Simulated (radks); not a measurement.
Charge is removed step by step from the 4d up level of Zr, starting from [Kr] 4d(up 2, down 0) 5s2. Method: scalar-relativistic Kohn-Sham, r2SCAN, spin-polarised, spherical densities, finite nucleus; meta-GGA in the generalised Kohn-Sham scheme; Fermi nuclear charge, rms radius 4.2694 fm; computed with a radial shooting solver on a logarithmic mesh with Libxc functionals.

removed (e)  E - E(0) (eV)  eigenvalue (eV)  E minus straight line (eV)
0                    0.000           -4.169                       0.000
0.25                 1.274           -6.040                      -0.756
0.5                  3.031           -8.041                      -1.028
0.75                 5.304          -10.157                      -0.785
1                    8.120          -12.379                       0.000

Removing the whole electron costs 8.120 eV by Delta-SCF, against 4.169 eV from minus the eigenvalue at the starting occupation. Slater's transition state (half an electron removed) gives 8.041 eV. Integrating minus the eigenvalue over the occupation (Janak's theorem) gives 8.118 eV. In this scalar-relativistic scheme the density is built from large components alone, so the theorem holds only approximately. The mean slope of the eigenvalue, de/dn, is 8.21 eV per electron.
